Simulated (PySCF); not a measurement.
EPR parameters of [C7H7Cl]-

Species: C₇H₇Cl (charge -1 and doublet state).
Structure used (GFN2-xTB), in Å, numbered top down from 1:
```
atom  x, y, z in Å
C1    -2.1719   -0.4540    0.0820
C2    -0.7133   -0.1312    0.0033
C3     0.2543   -1.2189   -0.1576
C4     1.6053   -0.9458   -0.1884
C5     2.1030    0.3340   -0.0784
C6     1.1677    1.4353    0.0757
C7    -0.1728    1.1295    0.1154
Cl8   -1.2703    2.5069    0.3227
H9    -2.4473   -0.8686    1.0637
H10   -2.7834    0.4331   -0.0834
H11   -2.4443   -1.2035   -0.6689
H12   -0.1231   -2.2286   -0.2555
H13    2.3038   -1.7746   -0.3060
H14    3.1652    0.5422   -0.1009
H15    1.5226    2.4522    0.1544
```

As a line formula: `C[C-]1[CH]C=CC=C1Cl` [radical] (charge -1).

Method: PySCF 2.14.0, UKS B3LYP, pcH-1 on C Cl H, non-relativistic, mean-field spin-orbit, GIAO. Whether the extra electron is bound in the gas phase wasn't checked; a finite basis holds it in any case. A GFN2-xTB geometry isn't a minimum of the functional, and hyperfine couplings can be far from their values at a DFT geometry, by a factor of two or more for some ions and for spin on atoms past the first row. The SCF solution wasn't tested for stability.

- g1, g2, g3: 2.00202, 2.00261, 2.00311
- g_iso: 2.00258
- Form of g: rhombic: the two nearest values differ by 46 % of g3 − g1
- ⟨S²⟩: 0.7599 (exact 0.7500)
- α and β electrons: 34, 33

Hyperfine couplings atom by atom, in 10⁻⁴ cm⁻¹; T1 to T3 are the principal values of the dipolar part (1 × 10⁻⁴ cm⁻¹ = 2.998 MHz):

| atom | isotope | a_iso | of which spin–orbit | T1 | T2 | T3 | Mulliken spin population |
| --- | --- | --- | --- | --- | --- | --- | --- |
| C1 | 13C | -4.5 | 0.0 | -0.3 | -0.1 | 0.4 | -0.02 |
| C2 | 13C | 6.0 | 0.0 | -8.5 | -8.1 | 16.6 | 0.25 |
| C3 | 13C | 7.6 | 0.0 | -9.6 | -9.2 | 18.8 | 0.37 |
| C4 | 13C | -8.2 | 0.0 | -3.7 | 1.4 | 2.3 | -0.11 |
| C5 | 13C | 5.4 | 0.0 | -7.9 | -7.6 | 15.4 | 0.28 |
| C6 | 13C | 7.2 | 0.0 | -9.3 | -8.9 | 18.2 | 0.33 |
| C7 | 13C | -10.2 | 0.0 | -4.2 | 1.7 | 2.5 | -0.10 |
| Cl8 | 35Cl | -0.3 | 0.0 | -0.6 | 0.1 | 0.5 | 0.00 |
| H9 | 1H | 12.8 | 0.0 | -0.9 | -0.6 | 1.5 | 0.04 |
| H10 | 1H | 0.9 | 0.0 | -0.9 | -0.5 | 1.4 | 0.00 |
| H11 | 1H | 7.1 | 0.0 | -0.8 | -0.7 | 1.5 | 0.02 |
| H12 | 1H | -8.1 | 0.0 | -4.9 | 0.3 | 4.6 | -0.02 |
| H13 | 1H | 1.2 | 0.0 | -1.1 | 0.3 | 0.7 | 0.00 |
| H14 | 1H | -6.5 | 0.0 | -4.1 | 0.0 | 4.1 | -0.02 |
| H15 | 1H | -7.8 | 0.0 | -4.8 | 0.2 | 4.6 | -0.02 |

The largest Mulliken spin populations are on C3 (+0.37), C6 (+0.33), C5 (+0.28) and C2 (+0.25). Four atoms exceed +0.15. The positive populations add up to 1.29 and the negative ones to -0.29, together 2S = 1.

The SMILES `C[C-]1[CH]C=CC=C1Cl` draws the unpaired electron on C3, whose computed spin population is only +0.37.

Under fast tumbling the dipolar parts average out, and these isotropic splittings remain: 1 × 1H (H12, I = 1/2, 2 lines) with 0.86 mT, 1 × 1H (H15, I = 1/2, 2 lines) with 0.83 mT, 3 × 1H (H9/H10/H11, I = 1/2, 4 lines) with 0.74 mT, 1 × 1H (H14, I = 1/2, 2 lines) with 0.70 mT, 1 × 1H (H13, I = 1/2, 2 lines) with 0.12 mT and 1 × 35Cl (Cl8, I = 3/2, 4 lines) with 0.03 mT.

Nuclei that the bonding pattern makes equivalent are averaged, as if the motion that swaps them (rotation, inversion, ring flip) were fast. The three 1H nuclei of mean +20.8 MHz run from 2.7 to 38.3 MHz in the frozen geometry.

Main isotope only: 35Cl (natural samples also hold 24 % 37Cl, magnetic too, which adds its own pattern).

The 13C coupling of C7 (-30.6 MHz) shows only in satellite lines or after enrichment, since that isotope makes up about 1.07 % of natural carbon.

The spin density at the nucleus, in bohr⁻³, is negative for C7 (-0.0272), C4 (-0.0218) and C1 (-0.0121), for instance. A restricted open-shell determinant has no negative spin density anywhere; here it arises because α and β orbitals differ (spin polarisation).

Time: 86 s of wall time (grids of density and orbitals included); peak memory 0.97 GiB. Hardware: one thread of an Arm Neoverse V2, no GPU, on a shared host.
